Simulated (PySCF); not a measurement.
# Dipole moment and polarisability of `FC(F)(F)C1=C[C@@H]2CC[C@H]1C2`

Species: C₈H₉F₃.
Cartesian coordinates in Å at the PBE0-D3(BJ)/def2-SVP level; atoms count from 1:
```
atom  x, y, z in Å
F1     3.5942    0.2461   -0.4191
C2     2.7724   -0.5008    0.3300
F3     3.2528   -0.5004    1.5741
F4     2.8638   -1.7568   -0.1387
C5     1.3741   -0.0088    0.2631
C6     0.5778    0.3298    1.2863
C7    -0.7966    0.5691    0.7064
C8    -1.3272   -0.8380    0.2970
C9    -0.4035   -1.2304   -0.8815
C10    0.5431   -0.0031   -1.0011
C11   -0.4235    1.1426   -0.6701
H12    0.8352    0.3095    2.3465
H13   -1.4883    1.1524    1.3281
H14   -2.3788   -0.7667   -0.0198
H15   -1.2843   -1.5499    1.1338
H16   -0.9731   -1.3623   -1.8137
H17    0.1613   -2.1558   -0.7037
H18    1.1047    0.0598   -1.9421
H19    0.0781    2.1192   -0.6052
H20   -1.2774    1.2066   -1.3630
```

Level: CAM-B3LYP/def2-SVPD (PySCF), static field, nuclei fixed, core orbitals frozen in the response. The polarisability tensor in these axes (au):

```
x   95.62 -1.73 -1.38
y   -1.73 80.45  2.86
z   -1.38  2.86 85.86
```

Task: What are the eigenvalues, a third of the trace, and Δα (Δα² = ½Σ(αi − αj)² over the three pairs)?

Result: Principal values 79.15, 86.67 and 96.10 au; mean 87.31 au = 12.94 Å³ = 14.40 × 10⁻⁴⁰ C²·m²/J; Δα = 14.71 au (17 % of the mean).

Task: What is the dipole moment, and where does it point?

Result: (-3.06, 0.64, -0.11) D, 3.13 D in size, pointing from the negative to the positive side. Measured along this direction, the outermost atoms are F1 and F3 at the negative end and H14 at the positive end.

Task: Rayleigh depolarisation ratio (linearly polarised light, static tensor)?

Result: ρ = 3Δα²/(45ᾱ² + 4Δα²) = 649.3/(343030 + 865.7) = 0.00189.

Task: Refractivity n − 1 of an ideal gas of it at 298.15 K and 1 atm, from the electronic α?

Result: N = p/kT = 2.4615 × 10¹⁹ cm⁻³, so n − 1 = 2π × N × 12.94 × 10⁻²⁴ cm³ = 2001 × 10⁻⁶ at long wavelengths.

Task: Molar refractivity from α?

Result: Lorentz–Lorenz: R = (4π/3)N_A α = 2.5225 cm³/(mol·Å³) × 12.94 Å³ = 32.6 cm³/mol, in the limit of long wavelengths.

Task: How large is μ²/3kT at 400 K beside α?

Result: In Gaussian units μ²/3kT = 59.03 Å³ against 12.94 Å³, a ratio of 4.56; the Debye molar polarisation (4π/3)N_A(α + μ²/3kT) is 181.6 cm³/mol, leaving out the vibrational part.

Task: Directions of the eigenvectors, and the extent of the frame along each?

Result: Largest value along (0.98, -0.14, -0.17), where the nuclei span 5.75 Å; middle along (0.21, 0.36, 0.91), 4.76 Å; least along (0.06, 0.92, -0.38), 4.13 Å. The response follows the extents in order.

Isolated species at its PBE0-D3(BJ)/def2-SVP geometry, gas phase.
